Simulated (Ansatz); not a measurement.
Saddle point of BNH$_{6}$ClF, closed shell (BH₂Cl ([BH2][Cl]) + NH₃ + HF → BNH₄ ([BH2][NH2]) + HCl + HF; bonds formed: Cl2–H7, H5–F8; dative contacts that become bonds: B1–N6; bonds broken: B1–Cl2, H5–N6, H7–F8), PBE0-D4/def2-TZVP structure:

B1  (-0.705, -0.391, -0.790)
Cl2  (1.278, 0.687, -1.558)
H3  (-1.438, 0.396, -1.303)
H4  (-0.442, -1.431, -1.308)
H5  (0.591, 0.337, 1.061)
N6  (-0.584, -0.327, 0.691)
H7  (1.618, 0.898, -0.257)
F8  (1.504, 0.852, 1.185)
H9  (-0.507, -1.232, 1.138)
H10  (-1.316, 0.209, 1.141)
(Å)

Energies are electronic, without zero-point energy. Barriers and step energies count from the start structure reached by relaxing down the imaginary mode; all methods use the PBE0-D4 structures, on which another method's saddle can fall below an end. Computed with Ansatz 0.2.0 (basis: def2-TZVPP, with def2-QZVPP for the basis limit); correlated methods freeze the cores. B3LYP uses VWN-RPA correlation. Extrapolation: Hartree–Fock as exp(−7.88 √X), correlation as X^−2.97.

| method | barrier (kJ/mol) | step energy (kJ/mol) |
| --- | --- | --- |
| SPW92 | 86.2 | 115.4 |
| PBE-D4 | 97.1 | 89.8 |
| BLYP-D4 | 92.8 | 70.1 |
| r2SCAN-D4 | 103.8 | 90.6 |
| B97M-V | 118.6 | 83.7 |
| PBE0-D4 | ? | 93.9 |
| B3LYP-D4 | 105.0 | 74.8 |
| r2SCAN0-D4 | ? | 93.6 |
| BHLYP-D4 | 120.6 | 77.7 |
| CAM-B3LYP-D4 | 108.5 | 77.9 |
| wB97X-V | 116.5 | 85.8 |
| wB97M-V | 115.9 | 84.9 |
| B2PLYP | 111.6 | 76.1 |
| PBE-QIDH | ? | 95.6 |
| RPA on PBE | 115.6 | 78.0 |
| HF | 142.4 | 54.3 |
| MP2 | 119.8 | 89.5 |
| CCSD | 125.3 | 79.4 |
| CCSD(T) | 120.2 | 83.3 |

(1) Fill in the withheld barriers. (An estimate is asked for; the value comes from the calculation.)

T1 diagnostic: at most 0.011.

## Answers

(1) Computed: PBE0-D4 112.3; r2SCAN0-D4 115.4; PBE-QIDH 122.2 kJ/mol. Each is the energy of the saddle less that of the start structure, by the same method.

For comparison, the barrier by CCSD(T) at an estimated basis limit (MP2 extrapolated from triple and quadruple zeta, plus CCSD(T) − MP2 in triple zeta) is 122.3 kJ/mol.

Labels in which every atom is bracketed show which atoms are joined, not bond orders.

For scale, one of the runs: CCSD(T)/def2-TZVPP, 219 basis functions, launched by `ansatz run in.yaml --threads 4 --pin off --events-out ev --progress --plain --max-ram 9574MiB`. Hardware: 4 CPU threads of an Arm Neoverse V1, shared host. Wall time 89 s; peak host memory 3.5 GiB.
